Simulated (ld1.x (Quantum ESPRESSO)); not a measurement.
# Sr (Z = 38), TM: configuration errors across variants

ld1.x (Quantum ESPRESSO) 7.5 input, shortened:

```
&input
   title='Sr', zed=38., rel=1, dft='PZ', iswitch=3,
   config='[Kr] 4d0 5s2 5p0'
 /
 &inputp
   pseudotype=2, tm=.true., lloc=1,
   nlcc=.true.
 /
3
5S  1  0   2.00   0.00  3.80  3.80  0.0
4D  3  2   0.00   0.00  2.25  2.25  0.0
5P  2  1   0.00   0.00  3.35  3.35  0.0
 &test
   configts(1)='4d0 5s2 5p0'
 /
```

All-electron excitation energies from the reference (eV): (1) 4d0 5s1 5p0 6.063; (2) 4d0 5s1.5 5p0 2.413; (3) 4d0 5s1 5p1 2.391; (4) 4d0 5s0 5p2 4.927; (5) 4d0.5 5s1.5 5p0 1.149; (6) 4d0 5s0 5p1 9.105; (7) 4d1 5s0 5p0 7.861; (8) 4d0 5s1 5p0 spin 5.887; (9) 4d0 5s1.5 5p0 spin 2.379.

Spin tests fill each open shell by Hund’s rule, majority spin first.

The default core radius of the base comes out at 2.68 bohr.

Tests that are not counted but printed errors over 1 eV. “local potential all-electron potential smoothed inside 2.15 bohr (lloc = -1)”: 4d0 5s1 5p1 (solver errors, printed error -11.7 eV); 4d0 5s0 5p2 (solver errors, printed error -7.8 eV); 1 more. “all radii but the core radius scaled by about 1.07 (s 4.06, p 3.58, d 2.40 bohr)”: 4d0 5s1 5p0 (solver errors, printed error -2.7 eV).

5 further variants failed, have other tests or another functional or relativity, and are left out.

A true bound ghost makes a file unfit for plane-wave use even where its test errors are small: the radial tests pick states by their node count and pass the ghost by. Where a test does run into it, the solver fails or the error is huge.

Errors AE − PS in meV (a dash: test not solved or not reliable):

```csv
change,(1),(2),(3),(4),(5),(6),(7),(8),(9),bound ghosts
base,-12,-2.5,-3.7,-6.9,-6.8,+2.1,-28,-11,-2.2,s
wave 5p (bound): rc 3.35 bohr becomes 5p (bound): rc 2.78 bohr,-5.5,-0.7,+5.0,+40,-5.9,+147,-28,-6.4,-0.5,s
local potential all-electron potential smoothed inside 2.15 bohr (lloc = -1),-5.7,-0.8,–,–,-5.7,–,-28,-6.5,-0.6,"s, p"
wave 4d (bound): rc 2.25 bohr becomes 4d (bound): rc 2.38 bohr,-12,-2.5,-3.7,-6.9,-6.7,+2.1,-27,-11,-2.2,s
wave 5s (bound): rc 3.80 bohr becomes 5s (bound): rc 5.00 bohr,-26,-4.6,-17,-66,-0.7,-72,-7.8,-34,-5.8,s
"all radii but the core radius scaled by about 1.07 (s 4.06, p 3.58, d 2.40 bohr)",–,-17,-16,-26,-15,-24,-22,–,-16,s
```

(1) Give the same row for: core correction a·sin(br)/r model core inside 1.80 bohr.

Answers

(1) -13, -2.7, -4.4, -9.8, -13, -1.6, -59, -15, -2.8; bound ghosts: s.
